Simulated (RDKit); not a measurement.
A run for RDKit: UFF on NH3 (SMILES N).

```python
from rdkit import Chem
from rdkit.Chem import AllChem, rdDetermineBonds

blocks = [
'''4

N    -0.21105797   -0.20862367    0.53718832
H    -0.71184606   -0.85499415   -0.06195207
H     0.73846623   -0.14825967    0.18706968
H    -0.16549372   -0.62345653    1.46245548
''',
]
mol = None
for b in blocks:
    f = Chem.MolFromXYZBlock(b)
    rdDetermineBonds.DetermineBonds(f, charge=0)
    mol = f if mol is None else Chem.CombineMols(mol, f)
Chem.SanitizeMol(mol)
print(Chem.MolToSmiles(Chem.RemoveHs(mol)))
ff = AllChem.UFFGetMoleculeForceField(mol, vdwThresh=100.0, ignoreInterfragInteractions=False)
e = ff.CalcEnergy()
print(f'UFF energy {e:.6f} kcal/mol')
```

It printed:

```
N
UFF energy 1.467707 kcal/mol
```

The run finished.

Cost: about 0.05 core-seconds (a rough figure).
